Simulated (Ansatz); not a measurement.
`FC([SiH3])[SiH2][SiH3]` and `F[CH]([SiH3])[GeH3]` differ in one atom or group.

Ansatz, PBE0-D4/def2-TZVP geometries, multiplicity 1. Each molecule was computed in one conformer, which needn't be the lowest.

Scalar relativity is left out up to krypton.

```tsv
property	`FC([SiH3])[SiH2][SiH3]`
LUMO energy (B3LYP/def2-TZVPP) / eV	-0.46
HOMO–LUMO gap (PBE/def2-TZVPP) / eV	5.84
size of the dipole moment (PBE/def2-TZVPP) / D	1.17
HOMO energy (ωB97M-V/def2-TZVPP) / eV	-10.35
size of the dipole moment (ωB97M-V/def2-TZVPP) / D	1.31
HOMO energy (PBE0/def2-TZVPP) / eV	-8.28
```

(1) Give the same properties after the change, and the shifts. (Best estimate.)

Answers

(1) The calculation gave: 
| property | `F[CH]([SiH3])[GeH3]` | shift |
| --- | --- | --- |
| LUMO energy (B3LYP/def2-TZVPP) / eV | -0.03 | 0.43 |
| HOMO–LUMO gap (PBE/def2-TZVPP) / eV | 6.19 | 0.35 |
| size of the dipole moment (PBE/def2-TZVPP) / D | 1.22 | 0.05 |
| HOMO energy (ωB97M-V/def2-TZVPP) / eV | -10.39 | -0.04 |
| size of the dipole moment (ωB97M-V/def2-TZVPP) / D | 1.37 | 0.06 |
| HOMO energy (PBE0/def2-TZVPP) / eV | -8.19 | 0.09 |

With PBE0 the HOMO rises by 0.09 eV and the LUMO rises by 0.49 eV, so the gap widens by about 0.40 eV. PBE moves the HOMO by 0.12 eV and ωB97M-V by -0.04 eV. Dipoles are sizes alone; their direction can turn.

B3LYP here is the variant with VWN-RPA as its local correlation; programs differ in this.
